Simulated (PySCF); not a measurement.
A geometry optimisation, step by step.

C4H6BBr.
Numbering: `[BH2:1][C:2]#[C:3][C@H:4]([CH3:5])[Br:6]` (hydrogens: H7, H8 on B1; H9 on C4; H10, H11, H12 on C5)

Method: PBE0-D3(BJ)/def2-SVP geometry optimisation, gas phase (PySCF 2.14.0); density fitting, grid level 1; the optimiser is geomeTRIC in internal coordinates, started from a GFN2-xTB structure with every atom displaced at random (about 0.01 Å). The frame can shift and turn from step to step; on so coarse a grid that alone can change the energy by a few meV, and forces under 0.02 eV/Å are noise.

Step 0: E = -74940.0891 eV, largest atomic force 2.727 eV/Å
```
atom  x, y, z in Å  |  force x, y, z in eV/Å
B1      2.973    0.558   -0.119   -1.540   0.254  -0.627
C2      1.540    0.083   -0.076    0.382   0.048  -0.067
C3      0.382   -0.314   -0.057    2.086   0.493  -0.043
C4     -0.917   -0.781    0.029   -2.592  -0.073   0.844
C5     -1.967    0.342    0.006    0.536  -0.202   1.159
Br6    -1.194   -1.846    1.722    0.077   0.114  -0.284
H7      3.276    1.347   -0.949    0.237   0.324  -0.438
H8      3.734    0.203    0.666    1.036  -0.540   1.039
H9     -1.147   -1.505   -0.741    0.033  -0.477  -0.479
H10    -2.978   -0.048    0.114   -0.263  -0.243  -0.018
H11    -1.885    0.897   -0.910    0.078   0.450  -0.851
H12    -1.776    1.034    0.850   -0.070  -0.147  -0.235
```

Step 1: E = -74940.2407 eV, largest atomic force 0.656 eV/Å
```
atom  x, y, z in Å  |  force x, y, z in eV/Å
B1      3.628    1.024   -1.076    0.227  -0.083   0.124
C2      2.237    0.470   -0.994    0.126   0.058   0.056
C3      1.106    0.022   -0.876   -0.628  -0.184  -0.034
C4     -0.262   -0.464   -0.757    0.548   0.079  -0.173
C5     -1.261    0.659   -0.553   -0.076   0.079  -0.275
Br6    -0.387   -1.776    0.695   -0.047  -0.149   0.234
H7      3.931    1.804   -1.945   -0.003   0.028  -0.023
H8      4.457    0.676   -0.257   -0.126   0.071  -0.135
H9     -0.501   -1.064   -1.650   -0.025   0.116   0.001
H10    -2.277    0.255   -0.430    0.053   0.005  -0.018
H11    -1.238    1.315   -1.444   -0.045  -0.058   0.205
H12    -1.002    1.249    0.334   -0.004   0.038   0.037
```

Step 2: E = -74940.2508 eV, largest atomic force 0.256 eV/Å
```
atom  x, y, z in Å  |  force x, y, z in eV/Å
B1      3.635    1.019   -1.078    0.001  -0.009   0.012
C2      2.239    0.470   -0.985    0.021  -0.007   0.067
C3      1.104    0.024   -0.868   -0.173  -0.064  -0.017
C4     -0.254   -0.463   -0.755    0.244   0.073  -0.031
C5     -1.262    0.658   -0.558   -0.030  -0.017   0.006
Br6    -0.398   -1.784    0.714   -0.014   0.055  -0.038
H7      3.923    1.801   -1.952    0.007  -0.001  -0.006
H8      4.468    0.680   -0.270   -0.025   0.009  -0.035
H9     -0.492   -1.049   -1.655   -0.028  -0.024   0.017
H10    -2.274    0.245   -0.450   -0.002  -0.004  -0.001
H11    -1.241    1.327   -1.433    0.011  -0.006   0.020
H12    -1.019    1.244    0.338   -0.012  -0.004   0.008
```

Step 3: E = -74940.2525 eV, largest atomic force 0.048 eV/Å
```
atom  x, y, z in Å  |  force x, y, z in eV/Å
B1      3.638    1.017   -1.080   -0.032   0.007  -0.025
C2      2.241    0.471   -0.977   -0.011  -0.007   0.046
C3      1.105    0.027   -0.864    0.021   0.019  -0.038
C4     -0.248   -0.458   -0.756    0.034   0.029   0.001
C5     -1.265    0.656   -0.558   -0.012  -0.009   0.027
Br6    -0.400   -1.774    0.713   -0.003  -0.003   0.000
H7      3.924    1.796   -1.957   -0.002  -0.006   0.000
H8      4.473    0.680   -0.278    0.019  -0.008   0.009
H9     -0.486   -1.046   -1.655   -0.015  -0.023   0.005
H10    -2.274    0.233   -0.458   -0.004  -0.004  -0.004
H11    -1.244    1.331   -1.427    0.011   0.020  -0.023
H12    -1.033    1.238    0.344   -0.004  -0.014   0.001
```

Step 4: E = -74940.2530 eV, largest atomic force 0.047 eV/Å
```
atom  x, y, z in Å  |  force x, y, z in eV/Å
B1      3.639    1.017   -1.081   -0.015   0.005  -0.024
C2      2.243    0.473   -0.970    0.001   0.000   0.035
C3      1.106    0.031   -0.860    0.029   0.018  -0.032
C4     -0.246   -0.455   -0.755   -0.038   0.000   0.004
C5     -1.268    0.655   -0.559    0.001  -0.002   0.008
Br6    -0.401   -1.772    0.714    0.005  -0.006   0.004
H7      3.919    1.792   -1.963    0.003  -0.001   0.001
H8      4.480    0.680   -0.284    0.013  -0.005   0.007
H9     -0.482   -1.044   -1.654   -0.001  -0.011   0.007
H10    -2.275    0.228   -0.467   -0.001   0.000  -0.007
H11    -1.243    1.335   -1.424    0.007   0.008  -0.007
H12    -1.043    1.232    0.349   -0.003  -0.006   0.003
```

Step 5: E = -74940.2533 eV, largest atomic force 0.061 eV/Å
```
atom  x, y, z in Å  |  force x, y, z in eV/Å
B1      3.640    1.018   -1.083    0.008  -0.003  -0.001
C2      2.244    0.478   -0.962    0.000   0.010   0.008
C3      1.106    0.037   -0.856    0.025   0.009  -0.019
C4     -0.244   -0.452   -0.753   -0.057  -0.019   0.009
C5     -1.271    0.653   -0.559    0.011   0.002  -0.009
Br6    -0.400   -1.771    0.716    0.008   0.000   0.003
H7      3.918    1.789   -1.970   -0.004   0.001  -0.001
H8      4.487    0.680   -0.292    0.002  -0.001   0.000
H9     -0.478   -1.045   -1.650    0.007   0.002   0.004
H10    -2.278    0.222   -0.479    0.000   0.003  -0.007
H11    -1.239    1.339   -1.419    0.001  -0.003   0.009
H12    -1.056    1.224    0.355   -0.002   0.000   0.002
```

Step 6: E = -74940.2534 eV, largest atomic force 0.034 eV/Å
```
atom  x, y, z in Å  |  force x, y, z in eV/Å
B1      3.641    1.018   -1.085    0.008  -0.002   0.002
C2      2.244    0.481   -0.958   -0.002   0.005   0.003
C3      1.106    0.039   -0.854    0.010   0.000  -0.008
C4     -0.244   -0.452   -0.752   -0.029  -0.016   0.010
C5     -1.272    0.652   -0.558    0.008   0.001  -0.009
Br6    -0.397   -1.770    0.718    0.004   0.003   0.002
H7      3.914    1.788   -1.974    0.003   0.003   0.000
H8      4.491    0.682   -0.297   -0.006   0.002  -0.005
H9     -0.476   -1.046   -1.648    0.005   0.004  -0.001
H10    -2.279    0.220   -0.487   -0.001   0.002  -0.004
H11    -1.235    1.341   -1.416   -0.001  -0.003   0.008
H12    -1.063    1.219    0.359   -0.001   0.001   0.001
```

Step 7: E = -74940.2535 eV, largest atomic force under 0.02 eV/Å
```
atom  x, y, z in Å  |  force x, y, z in eV/Å
B1      3.641    1.020   -1.086    0.006  -0.003   0.005
C2      2.243    0.483   -0.958   -0.001   0.006  -0.007
C3      1.106    0.040   -0.854   -0.001  -0.005   0.001
C4     -0.244   -0.453   -0.750    0.000  -0.006   0.005
C5     -1.273    0.650   -0.558    0.001   0.001  -0.003
Br6    -0.394   -1.770    0.720    0.001   0.004  -0.001
H7      3.914    1.789   -1.976   -0.002   0.001   0.000
H8      4.491    0.682   -0.299   -0.003   0.001  -0.002
H9     -0.475   -1.048   -1.647    0.000   0.002  -0.001
H10    -2.280    0.220   -0.490    0.000   0.000  -0.001
H11    -1.233    1.342   -1.414    0.000  -0.001   0.003
H12    -1.066    1.216    0.361   -0.001   0.000   0.001
```

Task: Summarise the path.

Result: The energy falls by 15.87 kJ/mol from step 0 to step 7; nine tenths of that is first reached at step 1. It falls at every step. The largest force goes from 2.727 to under 0.02 eV/Å. Among the bonds C3–C4 changes most (a near tie, within 0.001 Å, with another), from 1.382 to 1.441 Å; the atoms move by 0.087 Å rms after alignment.

What follows is the cost of the whole optimisation. The run took 58 s wall on an Arm Neoverse V1 with one thread, no GPU, shared host with 32 logical CPUs at a one-minute load of 30, and the process peaked at 0.55 GiB of memory.
